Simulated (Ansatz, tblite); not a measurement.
Forces on Cu4Ag⁺ at its PBE-D4/def2-SVP geometry. Total charge 1; singlet.

In the def2 sets Ag takes a core potential; there is no spin–orbit coupling. The xTB rows come from tblite. Another isomer (singlet) lies 0.25 eV lower at PBE0-D4/def2-TZVP; other spin states weren't run for this one.

GFN1-xTB (tblite), largest force 0.33 eV/Å:

```xyz
5
positions Å, forces eV/Å
Ag    0.783   -0.339    0.565    0.245   -0.108    0.187
Cu    1.695   -0.943   -1.742    0.174   -0.090   -0.097
Cu   -0.545   -0.388   -1.569   -0.259    0.204   -0.018
Cu   -1.213    1.168    0.293   -0.157   -0.021   -0.290
Cu   -0.719    0.502    2.453   -0.004    0.015    0.218
```

GFN2-xTB (tblite), largest force 0.48 eV/Å:

```
Ag 0.139 -0.062 0.112
Cu 0.270 -0.233 -0.315
Cu -0.020 0.057 -0.313
Cu -0.292 0.079 0.080
Cu -0.098 0.159 0.436
```

PBE-D4/def2-TZVP (Ansatz), largest force 0.39 eV/Å:

```
Ag 0.159 -0.069 0.122
Cu 0.329 -0.105 -0.185
Cu -0.264 -0.056 -0.197
Cu -0.177 0.251 -0.126
Cu -0.047 -0.021 0.386
```
